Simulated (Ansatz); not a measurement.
Molecule: CPt, net charge 0, singlet state. SMILES: [C][Pt]
Coordinates optimised at B3LYP-D3(BJ)/def2-TZVP (Ansatz, an electronic-structure program):
```xyz
2

Pt     0.0000     0.0000    -0.1197
C      0.0000     0.0000     1.5562
```
Charge 0, spin multiplicity 1.

Wanted: atomisation energy, in kcal/mol. Terms: def2 sets with scalar-relativistic core potentials past Kr; no spin-orbit coupling; open shells spin-unrestricted; atomisation electronic, to ground-state atoms; LANL2DZ with its own core potentials from Na on. Ab initio and DFT rows: single points at B3LYP-D3(BJ) geometries (Ansatz). The spin state of an ion or metal species was assumed, not searched.

| species | coefficient | E at B3LYP/LANL2DZ (Ansatz), Eh | E at B3LYP/def2-TZVPD (Ansatz), Eh |
|---|---|---|---|
| [C][Pt] | -1 | -157.12649 | -157.38820 |
| C atom | +1 | -37.85342 | -37.85953 |
| Pt atom | +1 | -119.07844 | -119.31042 |

 1 Eh = 627.5095 kcal/mol.

Problem. Compute it at each level from the table.

Solution. 
- B3LYP/LANL2DZ: the sum of coefficient times E is 0.19463 Eh, or 122.13 kcal/mol. Result: 122.1 kcal/mol.
- B3LYP/def2-TZVPD: the sum of coefficient times E is 0.21825 Eh, or 136.95 kcal/mol. Result: 137.0 kcal/mol.
